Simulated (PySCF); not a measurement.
Cl2O2W, multiplicity 1. Atoms are numbered in the order given.

```xyz
5

W      0.0000     0.0000     0.2017
O      0.0000    -1.3690     1.2346
O      0.0000     1.3690     1.2346
Cl    -1.9260     0.0000    -1.0201
Cl     1.9260     0.0000    -1.0201
```
Charge 0, spin multiplicity 1.

Geometry: PBE-D3(BJ)/def2-SVP. The spin state was assumed, not searched. The isomer is the one that the SMILES or the coordinates give; other isomers of the formula were not compared. The def2 effective core potentials stand for the cores of W; spin–orbit coupling is left out.

Method: M06-2X/def2-TZVP (PySCF).

Symmetry labels are those of the subgroup C2v that the program uses (full group C2v).

List the valence orbital energies around the gap with their symmetry. (Estimate from the structure and the level; the computed values follow.)


```csv
orbital,symmetry,energy (eV)
HOMO−7,A1,-13.87
HOMO−6,A1,-13.51
HOMO−5,B1,-12.34
HOMO−4,B2,-12.00
HOMO−3,A1,-11.98
HOMO−2,A2,-11.50
HOMO−1,B1,-11.49
HOMO,B2,-11.34
LUMO,A1,-2.64
LUMO+1,A2,-1.73
LUMO+2,B1,-1.44
LUMO+3,B2,-0.27
```
